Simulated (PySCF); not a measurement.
Sb(F)(OH)2 (FH2O2Sb), SMILES [OH][Sb]([F])[OH]. Coordinates come from a B3LYP-D3(BJ)/def2-SVP optimisation. The def2 effective core potentials stand for the cores of Sb; spin–orbit coupling is left out. The values are those of a single conformer.

The numbers are results of PySCF with B3LYP-D3(BJ)/def2-SVP, not measurements.

Harmonic wavenumbers (cm⁻¹): 92, 180, 222, 290, 307, 604, 618, 631, 816, 858, 3780, 3791. Rotational constants (GHz): 4.504, 4.127, 3.354; symmetry number 1.

Work out the zero-point energy and the ideal-gas rigid-rotor harmonic-oscillator thermochemistry at 298.15 K and 1 atm.

ZPE = ½ Σ hcν = ½ × 12189 cm⁻¹ = 72.91 kJ/mol. H − E(el) = 91.50 kJ/mol. Entropy in J/(mol K): translation 173.14, rotation 108.98, vibration 51.78, total 333.90. G − E(el) = -8.06 kJ/mol. Cp = 88.28 J/(mol K). Modes under 150 cm⁻¹ make the vibrational entropy uncertain.
